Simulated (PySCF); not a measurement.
Run record: geometry optimisation, `[OH2]->[Y+3](<-[OH2])(<-[OH2])(<-[OH2])(<-[OH2])<-[OH2]` ([Y(H2O)6]3+).

Computed with PBE0-D3(BJ)/def2-SVP geometry optimisation, gas phase, def2 core potentials past Kr (PySCF 2.14.0). Start geometry: GFN2-xTB. A driver script takes a list of jobs; this job's settings line and coordinates (Å) are shown.

Input:
```
{"job": {"xc": "PBE0", "basis": "def2-SVP", "d3": "d3bj", "grid": 1, "maxiter": 30, "shake": 0.03, "kind": "geom"}, "charge": 3, "multiplicity": 1}
Y      0.061730    -0.076830     0.012500
O      0.144180     0.149360     2.121380
H      0.082890     0.966360     2.650620
H      0.376840    -0.546580     2.774480
O     -0.167150    -0.184070    -2.159100
H     -0.270990     0.567830    -2.792960
H     -0.130350    -0.981650    -2.673500
O      2.174220     0.180050    -0.178150
H      2.780090     0.289470     0.611370
H      2.667980     0.140530    -0.943210
O     -2.153940    -0.167510     0.189940
H     -2.657940    -0.150490     0.994290
H     -2.869390    -0.237320    -0.582660
O     -0.214820     2.135630    -0.138690
H     -0.989970     2.641500    -0.154560
H      0.549830     2.828390    -0.242090
O      0.168860    -2.094510     0.153020
H     -0.580920    -2.766380     0.292770
H      0.966070    -2.700330     0.149150
```

Output:
```
step   0  E = -495.19932377  max force = 0.117080
step   1  E = -495.25078397  max force = 0.044657
step   2  E = -495.25964403  max force = 0.011164
step   3  E = -495.26067070  max force = 0.005015
step   4  E = -495.26080999  max force = 0.001784
step   5  E = -495.26086684  max force = 0.001057
step   6  E = -495.26092216  max force = 0.002003
step   7  E = -495.26094643  max force = 0.001772
step   8  E = -495.26095060  max force = 0.000712
step   9  E = -495.26094956  max force = 0.000453
step  10  E = -495.26094771  max force = 0.000401
optimisation converged
```

Energies in Eh; «max force» is the largest Cartesian gradient component in Eh/bohr.

Task: How much energy does the optimisation release, in kcal/mol?

Result: E(step 0) − E(last step) = 0.061624 Eh, which is 38.7 kcal/mol.

Task: Give the first gradient maximum in eV/Å.

Result: With 1 Eh/bohr = 51.422 eV/Å, 6.020 eV/Å.

Main results: final energy -495.26095 Eh after 10 steps.

Task: Where do the atoms end?

Result: 0.171 Å rms from the input after alignment:
```
atom  x, y, z in Å
Y1     0.0021    0.0001    0.0024
O2     0.1213    0.1339    2.3116
H3     0.0764    0.9345    2.8693
H4     0.2196   -0.5974    2.9516
O5    -0.1342   -0.1300   -2.3070
H6    -0.1912    0.6047   -2.9481
H7    -0.1558   -0.9331   -2.8624
O8     2.3118    0.0897   -0.1428
H9     2.9570    0.1803    0.5850
H10    2.8636    0.0635   -0.9484
O11   -2.3084   -0.0990    0.1456
H12   -2.8600   -0.1010    0.9516
H13   -2.9537   -0.1646   -0.5846
O14   -0.1247    2.3115   -0.1040
H15   -0.9275    2.8676   -0.0960
H16    0.6088    2.9533   -0.1686
O17    0.1219   -2.3076    0.1232
H18   -0.6118   -2.9461    0.2135
H19    0.9221   -2.8668    0.0928
```

The ion is multiply charged and computed in the gas phase, without counter-ions or solvent.

Task: How long does this job take on one thread of an Intel Xeon Platinum 8488C, on a shared host? And the peak memory of the process?

Result: About 2.8 min, with 0.74 GiB resident at the peak, the Python interpreter and its libraries included.
Labels such as C1 count atoms from 1, the log's own numbers from 0.
